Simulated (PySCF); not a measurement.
Computed shifts of a molecule C₅H₆O₂, PBE0/pcSseg-1 (PySCF), GIAO, gas phase, equivalent atoms averaged, in ppm (number of nuclei): ¹³C: 207.6 (1), 186.9 (1), 113.7 (1), 85.7 (1), 19.9 (1). ¹H: 8.38 (1), 6.02 (1), 4.29 (1), 1.69 (3). References: ¹³C against TMS (σ = 186.3 ppm); ¹⁷O against H2O (σ = 334.2 ppm); ¹H against TMS (σ = 31.56 ppm), references at their B3LYP-D3(BJ)/def2-TZVP geometries, non-relativistic. Geometry optimised at B3LYP-D3(BJ)/def2-SVP. Other conformers were not sampled.

Problem. Which molecule gave these data?
A) C=C1O[C@H](C)C1=O
B) C[C@H]1OC=CC1=O
C) CC1=COCC1=O
D) C=C=COCC=O

Solution. B, C[C@H]1OC=CC1=O
